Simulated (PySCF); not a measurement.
Job file and geometry (Å, from PBE0-D3(BJ)/def2-SVP) of an NMR shielding run on `C=C(C)c1cccc(S)c1`, C₉H₁₀S, GIAO HF/pcSseg-1 NMR shielding, non-relativistic, gas phase in PySCF 2.14.0, density-fitted response routines; density fitting, a coarse starting grid and PySCF grid level 2 are the driver's defaults:

```
{"job": {"kind": "nmr", "xc": "HF", "basis": "pcSseg-1", "pop": false}, "charge": 0, "multiplicity": 1}
C     -1.821186     1.817166     0.411410
C     -1.559461     0.586783    -0.056719
C     -2.660387    -0.296510    -0.570522
C     -0.179728     0.039149    -0.071707
C      0.053280    -1.338805     0.044313
C      1.354219    -1.836292     0.050299
C      2.444691    -0.983175    -0.072298
C      2.230120     0.394784    -0.210686
S      3.650260     1.428669    -0.398143
C      0.925558     0.891200    -0.213760
H     -1.041643     2.452124     0.838640
H     -2.837912     2.217967     0.401523
H     -3.611024     0.250612    -0.626576
H     -2.421399    -0.692730    -1.570163
H     -2.817581    -1.166105     0.088431
H     -0.784585    -2.029552     0.148147
H      1.523036    -2.910907     0.153340
H      3.461561    -1.382885    -0.071504
H      2.984826     2.600096    -0.459823
H      0.753637     1.960356    -0.355638
```

Problem. What does the program print?

Solution. 
```
final grid: 166344 points
cycle   1  E = -743.9292863457  dE =  2.720e+00  |g| = 5.585e-01  |ddm| = 4.350e+00
cycle   2  E = -744.0404201042  dE = -1.111e-01  |g| = 2.049e-01  |ddm| = 9.872e-01
cycle   3  E = -744.0519192662  dE = -1.150e-02  |g| = 9.791e-02  |ddm| = 4.627e-01
cycle   4  E = -744.0549353322  dE = -3.016e-03  |g| = 1.789e-02  |ddm| = 1.548e-01
cycle   5  E = -744.0550437390  dE = -1.084e-04  |g| = 5.325e-03  |ddm| = 3.045e-02
cycle   6  E = -744.0550581856  dE = -1.445e-05  |g| = 2.097e-03  |ddm| = 1.291e-02
cycle   7  E = -744.0550608278  dE = -2.642e-06  |g| = 6.822e-04  |ddm| = 6.069e-03
cycle   8  E = -744.0550611311  dE = -3.033e-07  |g| = 2.506e-04  |ddm| = 2.040e-03
cycle   9  E = -744.0550611699  dE = -3.879e-08  |g| = 8.522e-05  |ddm| = 6.603e-04
cycle  10  E = -744.0550611743  dE = -4.482e-09  |g| = 3.952e-05  |ddm| = 1.909e-04
cycle  11  E = -744.0550611755  dE = -1.177e-09  |g| = 1.659e-05  |ddm| = 9.299e-05
cycle  12  E = -744.0550611759  dE = -3.756e-10  |g| = 7.475e-06  |ddm| = 5.449e-05
converged SCF energy = -744.0550611759

GIAO shielding tensors (ppm)
atom      isotropic    diamagn.    paramagn.     s11        s22        s33       span
  0 C       69.800     255.064    -185.264    -44.455     98.405    155.451    199.906
  1 C       39.690     258.566    -218.876    -97.455     51.911    164.612    262.067
  2 C      168.993     242.650     -73.658    153.558    166.028    187.392     33.834
  3 C       41.334     259.517    -218.183    -62.299      8.609    177.690    239.989
  4 C       62.967     253.846    -190.878    -45.516     49.843    184.574    230.090
  5 C       53.584     255.423    -201.839    -66.700     44.954    182.500    249.200
  6 C       58.693     254.253    -195.559    -54.279     54.138    176.221    230.499
  7 C       46.714     262.284    -215.571    -64.525     35.225    169.441    233.966
  8 S      552.910    1051.710    -498.800    360.367    447.248    851.115    490.748
  9 C       60.294     253.208    -192.914    -42.086     66.103    156.866    198.951
 10 H       26.069      33.270      -7.201     21.974     24.801     31.431      9.457
 11 H       26.252      30.565      -4.313     23.722     24.333     30.702      6.980
 12 H       29.545      28.591       0.955     24.618     28.566     35.452     10.834
 13 H       29.871      29.011       0.860     25.982     28.563     35.068      9.085
 14 H       29.250      29.143       0.107     24.228     28.466     35.058     10.830
 15 H       24.562      33.967      -9.404     19.472     24.618     29.597     10.125
 16 H       24.248      30.402      -6.154     20.201     25.665     26.877      6.675
 17 H       24.463      30.887      -6.424     19.700     24.555     29.133      9.434
 18 H       28.017      28.657      -0.640     20.144     27.650     36.258     16.113
 19 H       24.250      35.948     -11.698     18.427     23.096     31.227     12.800
```

Problem. Turn these shieldings into chemical shifts. Referencing at the same level of theory: TMS for ¹³C (σref 190.85) and ¹H (σref 31.69); ³³S (σref 513.52) vs CS2.

Solution. Averaging equivalent atoms: C 1: 151.2; C 3: 149.5; C 7: 144.1; C 5: 137.3; C 6: 132.2; C 9: 130.6; C 4: 127.9; C 0: 121.0; C 2: 21.9; S 8: -39; H 16: 7.44; H 19: 7.44; H 17: 7.22; H 15: 7.12; H 10: 5.62; H 11: 5.43; H 18: 3.67; H 12/13/14: 2.13 ppm. 

Size and cost of the density-fitted run: 227 basis functions, 26 s wall time on 1 thread of an x86-64 server CPU, shared host.
